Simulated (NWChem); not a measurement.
Species: C3H5Br; SMILES C=C(C)Br

```xyz
9

C      1.3099    -1.5286     0.0000
C      0.1130    -0.9438     0.0000
C     -1.2111    -1.6282     0.0000
Br     0.0004     0.9567     0.0000
H      2.2390    -0.9569     0.0000
H      1.3736    -2.6205     0.0000
H     -1.8000    -1.3434     0.8859
H     -1.0766    -2.7196     0.0000
H     -1.8000    -1.3434    -0.8859
```
Atoms are numbered in this order, from 1.

Results from NWChem. Pople sets run with spherical d functions. Structure relaxed at the PBE0/def2-SVP level. Level: PBE/6-31G* with SMD (1 M gas to 1 M solution), gas-phase geometry.

Task: Among these, which solvent gives the lowest value of “dipole in solution (D)”?
(A) water
(B) ethyl acetate
(C) tetrahydrofuran
(D) 1,4-dioxane

Result: D, 1,4-dioxane. Values: 1,4-dioxane 1.97; ethyl acetate 2.14; tetrahydrofuran 2.16; water 2.24
